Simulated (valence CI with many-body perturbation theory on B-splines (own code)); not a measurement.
**Hf⁵⁸⁺: key properties**

Method: relativistic CI+MBPT: four valence electrons over a frozen Dirac-Fock core [Ne], a basis of 11 s, 11 p, 9 d, 7 f, 5 g, 2 h, 1 i functions for each j, with the one-electron correlation potential Σ1 (screened to all orders), the two-electron term Σ2, the three-electron term Σ3, Breit, model QED; selected single and double excitations, second order for the rest (own B-spline code, finite nucleus).

No measured spectrum was set against this ion. As an estimate, large intervals hold to a few tenths of a per cent, small ones and those within an open d or f shell to about a per cent.

Levels are named by their leading jj configuration (3d3/2^4 stands for four electrons in 3d with j = 3/2), which in mixed levels can hold well under half, so a name can repeat and another be missing.

Rates and lifetimes use the calculated energies. Strong lines usually hold to 10 to 20 %, long lifetimes can be off by a factor of two.

Problem. What is the ground level?

Solution. (3s^2 3p1/2^2) J=0, composition 69 % 3s²3p² ³P + 31 % 3s²3p² ¹S.

Problem. What is the ionisation energy?

Solution. 6150.6 eV; NIST lists 6149 ± 6 eV (theoretical).

Problem. How well does LS coupling describe the low levels?

Solution. Among the lowest 20 levels the leading LS term, summed over configurations, holds 58 % on average. For single configurations the figures are 55 % in LS and 93 % in jj coupling. Terms mix most in the J = 2 level at 780.9 eV, where the leading one holds 28 %.

Problem. What are the static dipole polarisabilities of the lowest levels?

Solution. (3s^2 3p1/2^2) J=0 0.00267 bohr³, of which the core gives 5.06e-05.

Problem. Where does the other parity begin?

Solution. At (3s 3p1/2^2 3p3/2) J=2, 465.4 eV.

Problem. Name the longest-lived excited levels whose lifetime is computed, and their main decay.

Solution. (3s^2 3p1/2 3p3/2) J=2 at 313.2 eV lives 369 ns, mostly by E2 to (3s^2 3p1/2^2) J=0; (3s^2 3p1/2 3p3/2) J=1 at 304.2 eV lives 5.58 ns, mostly by M1 to (3s^2 3p1/2^2) J=0; (3s^2 3p3/2 3d5/2) J=4 at 905.1 eV lives 3.67 ns, mostly by M1 to (3s^2 3p1/2 3d5/2) J=3.
